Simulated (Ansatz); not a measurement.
Species: TiO2, net charge 1, doublet state. The spin state was set by rule; other spins were not relaxed. 
Geometry from a B3LYP-D3(BJ)/def2-TZVP (Ansatz, an electronic-structure program) optimisation:
```
Ti
O 1 1.6130
O 1 1.6915 2 95.95
```
Charge +1, spin multiplicity 2.

Basis-set convergence of Hartree-Fock and MP2 correlation energies (hartree) with Ansatz. Cores are frozen in the correlated levels unless marked. Open shells are spin-unrestricted. Spin-orbit coupling is left out. Frozen are the shells of the preceding noble gas and the d and f shells that filled before the atom's block. No relativistic terms. The program attaches cautions to a run behind MP2/def2-SVP: large difference. The program attaches cautions to a run behind MP2/def2-TZVPP: large difference.

The UHF reference is spin-contaminated (<S^2> 0.62 over the pure value in the largest basis). The T1 diagnostic of CCSD in the largest basis is 0.104, which is high, so the coupled-cluster rows are less sure than usual.

```json
[
 {"basis": "def2-SVP", "functions": "59", "E(HF)": "-997.58851", "E(corr, MP2)": "-0.41958"},
 {"basis": "def2-TZVPP", "functions": "126", "E(HF)": "…", "E(corr, MP2)": "…"}
]
```

Task: Complete the blanks.

Result: 
- def2-TZVPP, E(HF): -997.89718
- def2-TZVPP, E(corr, MP2): -0.51993
